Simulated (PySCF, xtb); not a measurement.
Ge(I)2 cation (GeI2), SMILES [I][Ge][I] (connectivity only; charge and spin as stated), charge +1, multiplicity 2.

Harmonic wavenumbers (cm⁻¹) from xtb 6.7.1 with GFN2-xTB at its own minimum, in rising order: 50, 208, 253.

**Question.** What does PySCF with B3LYP-D3(BJ)/def2-SVP give at its own minimum? (Estimate from the structure and the level; the computed values follow.)

**Answer.** 64, 201, 264. Paired by order, the mean absolute difference is 11 cm⁻¹ and the zero-point energies are 0.7 and 0.8 kcal/mol.
